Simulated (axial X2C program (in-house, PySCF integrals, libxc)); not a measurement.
## Outer orbitals of ScBi at 2.847 Å, PBE0

All values were computed with an in-house relativistic program for diatomic molecules. Spin-free means the one-electron spin-free X2C Hamiltonian; two-component (2c) means X2C with spin–orbit coupling and atomic mean-field two-electron Coulomb and Gaunt terms, so the difference of the two also holds small scalar two-electron terms. Basis: Bi dyall-cv3z [12s14p10d6f1g], Sc dyall-cv3z [10s11p7d5f2g] (cores contracted in-house); Gaussian nuclei, density fitting, unrestricted open shells. Masses: Bi 208.980 u, Sc 44.956 u.

The distance is close to the 2c PBE0 minimum; the highest filled and lowest empty levels are listed.

Spin-free orbitals, state M_S = 2, Λ = 2 (beyond evenly filled blocks: σα, π+α, π-α, δ+α) (Löwdin shares):

| symmetry | occupied | ε (eV) | atomic character |
| --- | --- | --- | --- |
| δ+α | yes | -28.67 | 100% Bi d |
| δ-α | yes | -28.67 | 100% Bi d |
| π+α | yes | -28.44 | 100% Bi d |
| π-α | yes | -28.44 | 100% Bi d |
| δ-β | yes | -28.39 | 100% Bi d |
| δ+β | yes | -28.39 | 100% Bi d |
| σα | yes | -28.38 | 100% Bi d |
| π+β | yes | -28.27 | 100% Bi d |
| π-β | yes | -28.27 | 100% Bi d |
| σβ | yes | -28.25 | 99% Bi d |
| σα | yes | -15.87 | 72% Bi s, 9% Sc p, 8% Sc d |
| σβ | yes | -14.28 | 73% Bi s, 9% Sc p, 8% Sc d |
| σα | yes | -6.26 | 64% Bi p, 25% Sc s, 4% Sc d |
| π+α | yes | -5.86 | 72% Bi p, 12% Sc d, 7% Sc p |
| π-α | yes | -5.85 | 73% Bi p, 12% Sc d, 7% Sc p |
| σβ | yes | -5.39 | 66% Bi p, 20% Sc s, 7% Sc d |
| σα | yes | -4.41 | 50% Sc s, 25% Sc d, 14% Sc p |
| δ+α | yes | -4.32 | 100% Sc d |
| π-β | no | -2.73 | 66% Bi p, 18% Sc d, 10% Sc p |
| π+β | no | -2.73 | 66% Bi p, 18% Sc d, 10% Sc p |
| σβ | no | -1.95 | 61% Sc s, 25% Sc p, 8% Bi p |
| σα | no | -1.58 | 55% Sc d, 36% Sc p, 4% Bi p |

The lowest two-component determinant found has another configuration (Ω = 4 (⟨Sz⟩ = 1.31, ⟨Lz⟩ = 2.69 at PBE0)), so the levels differ by more than spin–orbit coupling. Its spinors:

| ω | occupied | ε (eV) | atomic character | λ mixture |
| --- | --- | --- | --- | --- |
| -3/2 | yes | -29.61 | 100% Bi d | 81% δ, 19% π |
| -1/2 | yes | -29.59 | 100% Bi d | 60% π, 40% σ |
| 1/2 | yes | -29.58 | 100% Bi d | 59% π, 41% σ |
| 3/2 | yes | -29.55 | 100% Bi d | 79% δ, 21% π |
| 5/2 | yes | -26.66 | 100% Bi d | 100% δ |
| -1/2 | yes | -26.61 | 100% Bi d | 60% σ, 40% π |
| 3/2 | yes | -26.59 | 100% Bi d | 79% π, 21% δ |
| 1/2 | yes | -26.59 | 100% Bi d | 59% σ, 41% π |
| -3/2 | yes | -26.58 | 100% Bi d | 81% π, 19% δ |
| -5/2 | yes | -26.52 | 100% Bi d | 100% δ |
| 1/2 | yes | -14.90 | 72% Bi s, 9% Sc p, 8% Sc d | 100% σ |
| -1/2 | yes | -14.29 | 72% Bi s, 9% Sc p, 8% Sc d | 100% σ |
| -1/2 | yes | -6.41 | 75% Bi p, 9% Sc d, 6% Sc s | 55% π, 45% σ |
| 1/2 | yes | -6.37 | 69% Bi p, 18% Sc s, 6% Sc d | 72% σ, 28% π |
| -1/2 | yes | -4.99 | 58% Bi p, 18% Sc s, 13% Sc d | 57% σ, 43% π |
| 1/2 | yes | -4.75 | 46% Sc s, 31% Bi p, 10% Sc p | 60% σ, 40% π |
| 3/2 | yes | -4.69 | 59% Bi p, 24% Sc d, 11% Sc p | 100% π |
| 5/2 | yes | -4.60 | 100% Sc d | 100% δ |
| 1/2 | no | -2.63 | 42% Bi p, 22% Sc d, 17% Sc p | 67% σ, 33% π |
| -3/2 | no | -2.36 | 58% Bi p, 24% Sc d, 12% Sc p | 100% π |
| -1/2 | no | -2.21 | 56% Sc s, 25% Sc p, 9% Bi p | 97% σ, 3% π |
| 3/2 | no | -1.67 | 62% Sc d, 32% Sc p, 5% Bi p | 100% π |

How does the gap between the highest filled and lowest empty level change from the spin-free to the 2c table?

From 1.59 to 1.97 eV at PBE0, a change of 0.38 eV.

Mulliken charges and populations of the two-component result (they depend on the basis, above all on diffuse functions):

Bi -0.14 e (s 11.92 p 27.21 d 30.01 f 14.00), Sc 0.14 e (s 7.07 p 12.27 d 1.49 f 0.02). ⟨Lz⟩ = 2.69 ħ and ⟨Sz⟩ = 1.31 ħ (0.45 and 0.87 on the two atoms), which add up to Ω.

The state is a single determinant with fixed occupations, the lowest that a limited PBE0 search found. Density functionals use the spin component along the axis (collinear). The functionals have no current-density term, which raises determinants with orbital currents, atoms included. With several unpaired electrons one determinant need not be a pure state. Under one Hamiltonian the search converged a single determinant, so lower ones may well exist.
